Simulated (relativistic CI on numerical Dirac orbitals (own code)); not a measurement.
**How well does a small relativistic CI reproduce Cl IV?**

Calculated at this level of theory: Dirac-Coulomb-Breit CI, orbitals from a KLI potential per configuration, model QED (radiative potential, 1s self-energy scaled to tabulated hydrogen-like ionisation energies), valence Slater integrals scaled by 0.85, configuration energies shifted to the measured levels that pair with them (semi-empirical) (own radial code, finite nucleus).

Configurations in the expansion (outside the closed core [Ne]): 3s²3p², 3s3p³, 3s²3p3d, 3s²3p4s, 3s²3p4p, 3s²3p5s, 3p⁴, 3s²3d², 3s3p²3d, 3p²3d², 3s²3d4s, 3p³3d, 3s²3p4d, 3s²3d4p, 3s²3p4f, 3s²4s², 3s3p²4s, 3s3p3d², 3s²3p5p, 3p³4s, 3s²4s4p, 3s²3p5d, 3p³4p, 3s²3p5f, 3s²3p5g, 3s3p²4p, 3s3p3d4s, 3s²4p², 3s3p3d4p, 3s3p4s². Levels of other configurations are missing.

| Configuration | Term (tabulated) | J | Measured (cm⁻¹) | Computed | Error | Purity (%) |
| --- | --- | --- | --- | --- | --- | --- |
| 3s²3p² | 3P | 0 | 0.0 | 0 | 0 | 96 |
| 3s²3p² | 3P | 1 | 491.0 | 486 | -5 | 96 |
| 3s²3p² | 3P | 2 | 1341.0 | 1322 | -19 | 96 |
| 3s²3p² | 1D | 2 | 13766.0 | 13836 | 70 | 96 |
| 3s²3p² | 1S | 0 | 32550.0 | 31207 | -1343 | 95 |
| 3s3p³ | 3P° | 2 | 120256.0 | 120260 | 4 | 84 |
| 3s3p³ | 3P° | 1 | 120274.0 | 120268 | -6 | 84 |
| 3s3p³ | 3S° | 1 | 164721.0 | 162947 | -1774 | 91 |
| 3s²3p3d | 3P° | 2 | 181643.0 | 181360 | -283 | 81 |
| 3s²3p3d | 3P° | 1 | 182073.0 | 181801 | -272 | 82 |
| 3s²3p3d | 3D° | 1 | 187008.0 | 187035 | 27 | 82 |
| 3s²3p3d | 3D° | 2 | 187174.0 | 187224 | 50 | 80 |
| 3s²3p3d | 3D° | 3 | 187346.0 | 187352 | 6 | 83 |
| 3s²3p4s | 3P° | 0 | 215026.0 | 215022 | -4 | 96 |
| 3s²3p4s | 3P° | 1 | 215389.3 | 215394 | 5 | 93 |
| 3s²3p4s | 3P° | 2 | 216468.1 | 216449 | -19 | 96 |
| 3s²3p4s | 1P° | 1 | 219454.0 | 219866 | 412 | 91 |
| 3s²3p4p | 3D | 2 | 248026.1 | 248308 | 282 | 95 |
| 3s²3p4p | 3D | 3 | 248961.2 | 249237 | 276 | 95 |
| 3s²3p4p | 3P | 0 | 251471.4 | 251472 | 0 | 94 |
| 3s²3p4p | 3P | 1 | 251725.8 | 251650 | -76 | 77 |
| 3s²3p4p | 3P | 2 | 252396.7 | 252387 | -10 | 93 |
| 3s²3p5s | 3P° | 0 | 312747.0 | 312727 | -20 | 100 |
| 3s²3p5s | 3P° | 1 | 312991.0 | 313335 | 344 | 65 |
| 3s²3p5s | 3P° | 2 | 314225.0 | 314226 | 1 | 100 |

Measured levels from Moore, Atomic Energy Levels, vol. I, NSRDS-NBS 35 (1971 reprint of NBS Circular 467, 1949); pairs were made by configuration, J and term (by order where the table uses no LS term), so strongly mixed levels may be paired wrongly. The analysis dates from before 1960.

Mean error by configuration (cm⁻¹): 3s²3p² -324; 3s3p³ -592; 3s²3p3d -94; 3s²3p4s 98; 3s²3p4p 94; 3s²3p5s 108. Over the excited levels the mean absolute error is 221 cm⁻¹ (24 of the 24 excited levels that our extract of the source holds in range could be paired), and the median relative error of those above 1,000 cm⁻¹ is 0.027 %, both after the shifts were fitted to these levels, so that a configuration with one level shows no error.

Configurations whose levels could be paired with our table of measured levels were shifted onto them, all but the ground configuration, by the median error of their levels; single terms can still be off by 1,000 to 2,000 cm⁻¹ or more, and rates follow the energies as ν³ (E1, M1) or ν⁵ (E2). The others borrow a shift and can be off by several thousand cm⁻¹ or more. The fine structure of a lone outer electron comes out too small, for d and f at times inverted, and misplaced configurations move strength between like terms. 24 of the 24 excited levels that our extract of the measured tables holds in this range could be paired (the sources list more); they are missed by 221 cm⁻¹ on average and 1774 at most, after the shifts were fitted to these levels, and levels without a partner can miss by more.

Shifts applied (cm⁻¹): 3s²3p² 0; 3s3p³ -394; 3s²3p3d -3472; 3s²3p4s -2626; 3s²3p4p -3576; 3s²3p5s -13454.
